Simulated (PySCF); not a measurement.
# Working out the excitation energy of Sb

Sb [Kr] 4d10 5s2 5p3 (4S) → Sb [Kr] 4d10 5s2 5p2 6s1 (4P). Calculation: PySCF 2.14, in aug-cc-pVTZ-PP with ECP28MDF; scalar relativity through the core potential. Frozen: 4s2 4p6 4d10. Energies in hartree (1 hartree = 27.21139 eV):

```tsv
part	Sb (lower)	Sb (upper)
UHF	-239.277766	-239.067753
CCSD correlation	-0.073804	-0.069362
(T)	-0.002606	-0.002413
```

**Question.** What does Hartree-Fock give?

**Answer.** (-239.067753) − (-239.277766) = 0.210013 hartree = 5.715 eV.

**Question.** What do CCSD and CCSD(T) give?

**Answer.** The CCSD correlation energies differ by 0.004442 hartree = 0.121 eV and the triples by 0.000193 hartree = 0.005 eV, so CCSD gives 5.836 eV and CCSD(T) 5.841 eV.

Measured between the centres of the two terms (NIST): 5.789 eV, so CCSD(T) (valence) is off by 0.052 eV.

What remains against the reference includes basis incompleteness, the frozen core and higher excitations.
